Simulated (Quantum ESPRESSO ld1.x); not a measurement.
The numbers below are computed, except where a source is named.
Ga2+, 29 electrons, occupied as [Ne] 3s2 3p5.75 3d10 4s1 4d0.25 (fractional occupations, a model configuration).

Code: ld1.x of Quantum ESPRESSO 7.5. Model: scalar-relativistic Kohn-Sham, LDA (Slater exchange, VWN5 correlation), spin-polarised, spherical densities, point nucleus; open shells are filled with parallel spins first.

Energy parts (hartree):
| part | energy |
|---|---|
| total | -1939.1146 |
| kinetic | 1971.3623 |
| electron-nucleus | -4651.0753 |
| Hartree | 812.5471 |
| exchange-correlation | -71.9487 |

Orbitals (lengths in bohr, moments of r in powers of bohr; r(max) is where P^2 peaks):
| orbital | occ. | eigenvalue (hartree) | r(max) |
|---|---|---|---|
| 1s up | 1 | -376.187 | 0.032 |
| 1s down | 1 | -376.178 | 0.032 |
| 2s up | 1 | -47.2110 | 0.183 |
| 2s down | 1 | -47.2041 | 0.183 |
| 2p up | 3 | -41.2691 | 0.146 |
| 2p down | 3 | -41.2604 | 0.146 |
| 3s up | 1 | -6.31549 | 0.566 |
| 3s down | 1 | -6.29801 | 0.566 |
| 3p up | 3 | -4.52126 | 0.566 |
| 3p down | 2.75 | -4.50334 | 0.566 |
| 3d up | 5 | -1.59509 | 0.530 |
| 3d down | 5 | -1.57464 | 0.530 |
| 4s up | 1 | -1.05030 | 1.75 |
| 4s down | 0 | -0.99516 | 1.73 |
| 4d up | 0.25 | -0.35037 | 3.26 |
| 4d down | 0 | -0.31986 | 3.48 |

The highest occupied level is 4d up at -9.534 eV. The configuration is held as typed, so some empty levels lie below it. Spin moment in Bohr magnetons: 1.5. Summed over all electrons, <r^2> = 21.26 bohr^2, which gives a Langevin (diamagnetic) susceptibility term of -16.8 x 10^-6 cm^3/mol. The density falls to 0.001 e/bohr^3 at r = 3.50 bohr.
